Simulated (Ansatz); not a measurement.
Geometry optimisation, RKS revPBE/STO-3G (Ansatz).

input.yaml

```yaml
crystal:
  periodic: [false, false, false]
  atoms:
    - { symbol: "N", position_ang: [-0.197, 1.7964, 0.8457] }
    - { symbol: C, position_ang: [-0.7999, 0.5284, 0.5054] }
    - { symbol: B, position_ang: [0.3411, -0.5444, 0.4132] }
    - { symbol: Si, position_ang: [0.8097, -1.4896, -1.2287] }
    - { symbol: Cl, position_ang: [1.2213, -0.1318, -2.7449] }
    - { symbol: H, position_ang: [-1.0216, 2.5544, 0.761] }
    - { symbol: H, position_ang: [0.078, 1.8354, 1.8415] }
    - { symbol: H, position_ang: [-1.4915, 0.2355, 1.274] }
    - { symbol: H, position_ang: [-1.3115, 0.5997, -0.4327] }
    - { symbol: H, position_ang: [1.0375, -0.7647, 1.4043] }
    - { symbol: H, position_ang: [-0.47, -2.2589, -1.6] }
    - { symbol: H, position_ang: [1.881, -2.4154, -1.0047] }
basis:
  gaussian: { orbitals: STO-3G }
hamiltonian:
  xc: revpbe
relax:
  f_tol: 0.02
  max_steps: 40
scf:
  lower_state_search: "off"
```

Launched with:

```bash
$ ansatz run input.yaml --threads 1 --pin off --max-ram 2048MiB --backend cpu --events-out ev --progress --plain --runs-dir out
```

Question: Where does it end, and by what steps?

Answer: The run converged. Limits of this set-up: minimal basis. After 19 steps the energy has fallen by 2.386 eV; H6 moved furthest, 2.07 Å. Joined: N1–B3.

```
step  energy less start (eV)  largest force component (eV/Å)  accepted
   0                  0.0000                           4.792       yes
   1                 -0.5678                           1.114       yes
   2                 -0.6441                           0.555       yes
   3                 -0.6670                           0.331       yes
   4                 -0.6864                           0.197       yes
   5                 -0.7355                           0.993       yes
   6                 -0.8849                           1.400       yes
   7                 -1.1892                           1.593       yes
   8                 -1.5778                           1.690       yes
   9                 -1.8940                           1.467       yes
  10                 -1.9919                           0.993       yes
  11                 -2.1511                           0.969       yes
  12                 -2.2282                           0.552       yes
  13                 -2.2929                           0.434       yes
  14                 -2.3335                           0.200       yes
  15                 -2.3723                           0.348       yes
  16                 -2.3810                           0.220       yes
  17                 -2.3854                           0.064       yes
  18                 -2.3859                           0.024       yes
  19                 -2.3859                           0.010       yes
```

```xyz
12
Properties=species:S:1:pos:R:3
N 0.076 1.122 0.584
C -1.251 0.346 0.689
B 0.111 -0.475 0.720
Si 0.777 -1.208 -0.997
Cl 0.812 0.565 -2.257
H 0.303 1.471 -0.408
H 0.312 1.804 1.355
H -1.791 0.594 1.623
H -1.879 0.485 -0.213
H 0.514 -0.899 1.740
H -0.059 -2.153 -1.739
H 2.153 -1.705 -1.064
```

Run time: 54 s on 1 thread of Arm Neoverse V1, on a shared host, peak memory 0.16 GiB.
